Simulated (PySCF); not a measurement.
A side-by-side comparison of computed properties.

First species: C4H8Si.
Numbering: `[CH3:1][C:2]#[C:3][SiH2:4][CH3:5]` (hydrogens: H6, H7, H8 on C1; H9, H10 on Si4; H11, H12, H13 on C5)

Second species: C₁₁H₁₄.
SMILES: `c1ccc(C2CCCC2)cc1`

Levels: CAM-B3LYP/def2-SVPD for HOMO energy, LUMO energy, HOMO–LUMO gap and static isotropic polarisability; TDDFT CAM-B3LYP/def2-SVPD for lowest singlet excitation; TDA CAM-B3LYP/def2-SVPD for lowest triplet excitation (Tamm–Dancoff). Geometries: PBE0-D3(BJ)/def2-SVP. Each structure is a single optimised conformer of the isolated species, non-relativistic unless stated. Electronic properties by PySCF.

```json
{"property": "HOMO energy", "column X": "-8.07 eV", "column Y": "-8.89 eV"}
{"property": "LUMO energy", "column X": "0.85 eV", "column Y": "1.05 eV"}
{"property": "HOMO–LUMO gap", "column X": "8.92 eV", "column Y": "9.94 eV"}
{"property": "lowest singlet excitation", "column X": "5.39 eV", "column Y": "5.92 eV"}
{"property": "lowest triplet excitation (Tamm–Dancoff)", "column X": "4.04 eV", "column Y": "4.91 eV"}
{"property": "static isotropic polarisability", "column X": "123.6 au", "column Y": "77.1 au"}
```

Question: Which column belongs to which species?

Answer: Column X is the second species and column Y the first. The first has 13 atoms and 46 electrons, the second 25 and 80.

Question: How does each property change from the first species to the second?

Answer: HOMO energy +0.82 eV; LUMO energy -0.20 eV; HOMO–LUMO gap -1.02 eV; lowest singlet excitation -0.53 eV; lowest triplet excitation (Tamm–Dancoff) -0.87 eV; static isotropic polarisability +46.5 au.

On the first: No computed singlet falls in the visible range (750 to 380 nm, 1.65 to 3.26 eV); S1 lies 2.66 eV above its blue end. The 10 singlets span 5.92 to 8.52 eV, and their oscillator strengths add up to 0.68.

On the second: The 10 singlets span 5.39 to 7.75 eV, and their oscillator strengths add up to 1.41. The vertical singlet–triplet gap S1 − T1 is 1.35 eV (TDDFT singlet less Tamm–Dancoff triplet; S1: HOMO→LUMO, weight 0.41, beside HOMO−1→LUMO+1, weight 0.24; T1: HOMO→LUMO+1, weight 0.29, beside HOMO→LUMO, weight 0.27).
